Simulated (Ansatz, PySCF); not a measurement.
This PySCF input computes a PBE/def2-TZVPD energy:

```python
from pyscf import gto, scf, dft

mol = gto.M(
    atom='''
    B     0.16921358   -0.44969584    0.25381394
    C     1.32801740    0.04642195   -0.46326863
    C    -1.28159133    0.26513779    0.23425672
    H     0.23268719   -1.46872541    0.93290649
    H     2.30725837   -0.43561526   -0.45037699
    H     1.31026773    0.95120746   -1.07876905
    H    -1.29007071    1.17167850   -0.38546028
    H    -1.61583126    0.55917227    1.24077769
    H    -2.06893565   -0.39859681   -0.15407613
    ''',
    basis='def2-tzvpd',
    charge=-1,
    spin=0,
    verbose=4,
)

mf = dft.RKS(mol, xc='pbe').density_fit(auxbasis='def2-universal-jkfit')
mf.grids.level = 3
mf.conv_tol = 1e-9
mf.max_cycle = 100
mf.max_memory = 1500
mf.kernel()
if not mf.converged:
    mf = mf.newton()
    mf.kernel(mf.make_rdm1())
mf.analyze()
```

Question: Write an input for the same energy in Ansatz (an electronic-structure program) and say what it gives.

Answer: 
Ansatz 0.2 input:
```yaml
crystal:
  periodic: [false, false, false]
  atoms:
    - {symbol: B, position_ang: [0.16921358, -0.44969584, 0.25381394]}
    - {symbol: C, position_ang: [1.32801740, 0.04642195, -0.46326863]}
    - {symbol: C, position_ang: [-1.28159133, 0.26513779, 0.23425672]}
    - {symbol: H, position_ang: [0.23268719, -1.46872541, 0.93290649]}
    - {symbol: H, position_ang: [2.30725837, -0.43561526, -0.45037699]}
    - {symbol: H, position_ang: [1.31026773, 0.95120746, -1.07876905]}
    - {symbol: H, position_ang: [-1.29007071, 1.17167850, -0.38546028]}
    - {symbol: H, position_ang: [-1.61583126, 0.55917227, 1.24077769]}
    - {symbol: H, position_ang: [-2.06893565, -0.39859681, -0.15407613]}
basis:
  gaussian:
    orbitals: def2-TZVPD
hamiltonian:
  xc: {name: PBE}
total_charge: -1
output: {forces: true}
```
It gives -104.54497 Eh, and PySCF -104.54504 Eh, a difference of 0.07 mEh, from the treatment of integrals and grids.

It need not be the lowest isomer of its formula. Whether it binds its extra electron was not tested at this geometry.
